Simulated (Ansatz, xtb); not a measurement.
## Two structures of ClGeHOSi

We compare a, `Cl[Si@@H]1[O][Ge]1`, a singlet, with b, a singlet given by its coordinates. Both are isolated molecules in the gas phase, relaxed with B3LYP-D3(BJ)/def2-SVP.

a (Å):

```xyz
5

Cl    1.6220   -1.3848   -3.9312
Ge    0.0620   -1.4748   -0.3666
O    -0.6691   -2.1587   -1.9220
Si    0.9702   -2.4941   -2.2914
H     1.1540   -3.9277   -2.6374
```

b (Å):

```xyz
5

Cl   -0.4947    2.0896    1.2019
Ge   -0.0168    0.1505    2.1914
O     0.8553   -0.6146    0.8312
Si    1.8123   -0.9153   -0.5048
H     0.7477   -1.6704   -1.3360
```

Close contacts (Å): Cl1–Ge2 2.23, Ge2–O3 1.79, O3–Si4 1.67, Si4–H5 1.55.

Problem. Estimate which is lower in electronic energy at CCSD(T)/def2-TZVP, and by roughly how much.

Solution. The CCSD(T)/def2-TZVP calculation puts structure a lower, by 6.5 kcal/mol.

Level by level:

| level | geometry | E(b) − E(a) (kcal/mol) | departure from the last row (kcal/mol) | job, with rough time for the two |
| --- | --- | --- | --- | --- |
| GFN2-xTB | GFN2-xTB | −24.8 | −31.2 | optimisation, 0.33 s |
| HF/STO-3G | GFN2-xTB | −16.8 | −23.3 | single point, 0.6 s |
| r2SCAN-D4/def2-SVP | GFN2-xTB | +5.8 | −0.7 | single point, 2.9 s |
| B3LYP-D3(BJ)/def2-SVP | B3LYP-D3(BJ)/def2-SVP | −0.2 | −6.6 | optimisation, 38 s |
| HF/def2-TZVP | B3LYP-D3(BJ)/def2-SVP | −3.3 | −9.8 | part of the CCSD(T) run |
| MP2/def2-TZVP | B3LYP-D3(BJ)/def2-SVP | +9.5 | +3.0 | part of the CCSD(T) run |
| CCSD(T)/def2-TZVP | B3LYP-D3(BJ)/def2-SVP | +6.5 |  | single point, 89 s |

GFN2-xTB, HF/STO-3G, HF/def2-TZVP put the two in the other order. B3LYP-D3(BJ)/def2-SVP finds them nearly level. The largest departure from CCSD(T)/def2-TZVP is that of GFN2-xTB, 31.2 kcal/mol.

With harmonic frequencies from B3LYP-D3(BJ)/def2-SVP (ideal gas, rigid rotor, one conformer each, 298.15 K, 1 atm): on the last row, ΔE + ΔZPE = +4.9 kcal/mol. A mode under 50 cm⁻¹ makes harmonic enthalpies and free energies unreliable, so none is given.

The correlated steps freeze 20 core orbitals; the filled d shell of Ge is correlated, in a basis made for valence electrons. Codes used: Ansatz 0.2.0, xtb 6.7.1; the last row on 2 threads of Intel(R) Xeon(R) Platinum 8259CL CPU @ 2.50GHz (Skylake/Cascade Lake) on a shared host.
